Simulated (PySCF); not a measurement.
Work out the structure from these simulated measurements.

Elements present: C, F and H. Monoisotopic mass: 119.9998 u.

* Rotational structure: rotational constants A, B, C: 3.705, 2.420, 2.007 GHz [PBE0-D3(BJ)/def2-TZVP]
* Dipole: 1.56 D [CAM-B3LYP/aug-cc-pVTZ]
* 1H NMR: chemical shifts (computed TMS as zero) by class: 5.81 (1 H) ppm [GIAO B97-2/pcSseg-2]
* 13C NMR: chemical shifts (computed TMS as zero) by class: 129.5 (1 C), 115.6 (1 C) ppm [GIAO B97-2/pcSseg-2]
* UV, strongest line: among the 10 lowest singlet transitions: S7 at 11.54 eV (107 nm, f = 0.076) [TDDFT CAM-B3LYP/aug-cc-pVTZ]
* UV, first state: lowest singlet excitation: 9.57 eV (130 nm, f = 0.030) [TDDFT CAM-B3LYP/aug-cc-pVTZ]

The electronic properties come from PySCF, for the isolated species, density fitting. Levels stand in brackets. Isolated species at its PBE0-D3(BJ)/def2-TZVP geometry, gas phase. NMR values are class means; diastereotopic atoms form classes of their own.

Q: Which formula fits the mass and the elements?

A: C2HF5 (calculated 119.9998). No other formula that holds each of these elements comes within 0.0003 u with a fitting electron parity and a possible valence count.

Q: Give a SMILES that accounts for the data.

A: Numbering: `[F:1][CH:2]([F:3])[C:4]([F:5])([F:6])[F:7]`. Its formula, C2HF5, gives 0 degrees of unsaturation, so no ring and no π bond. 2 carbons fall into 2 classes; from least to most shielded: CF3 carbon [C4] (129.5 ppm), CHF2 carbon [C2] (115.6 ppm). The one hydrogen (5.81 ppm): methine hydrogen. The optimised geometry has point group Cs and is an asymmetric top. Structure: `FC(F)C(F)(F)F` (pentafluoroethane). The assignments are read from this structure; whether some other isomer fits the data as well wasn't checked.

Shape of the structure used: `[F:1][CH:2]([F:3])[C:4]([F:5])([F:6])[F:7]`: F1–C2–C4–F5 60°.
